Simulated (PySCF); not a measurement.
Sc²⁺: excitation energy

Sc²⁺ [Ar] 3d1 (2D) → Sc²⁺ [Ar] 4p1 (2P), as a difference of total energies. All numbers are calculated (PySCF 2.14, scalar relativity by spin-free X2C-1e, in x2c-QZVPPall). Correlated levels: valence and next inner shell: [Ne] frozen. The calculations carry no spin-orbit coupling.

```json
{"method": "UHF", "excitation energy (eV)": "7.328"}
{"method": "LDA", "excitation energy (eV)": "7.810"}
{"method": "PBE", "excitation energy (eV)": "7.738"}
{"method": "PBE0", "excitation energy (eV)": "7.800"}
{"method": "r2SCAN", "excitation energy (eV)": "7.882"}
{"method": "wB97M-V", "excitation energy (eV)": "7.902"}
{"method": "LC-wPBE", "excitation energy (eV)": "8.197"}
{"method": "BP86", "excitation energy (eV)": "7.794"}
{"method": "PBEsol", "excitation energy (eV)": "7.750"}
{"method": "MP2 (valence and next inner shell)", "excitation energy (eV)": "7.417"}
{"method": "SCS-MP2 (valence and next inner shell)", "excitation energy (eV)": "7.438"}
```

**Question.** How much does correlation contribute at MP2 (valence and next inner shell)?

**Answer.** 7.417 − (7.328) = 0.089 eV, measured against UHF.

A first-order spin-orbit estimate (lowest level to lowest level, LS coupling) adds -0.015 eV.

The basis was made for the ground configuration and has no added diffuse functions, so the excitation energy can come out too high.
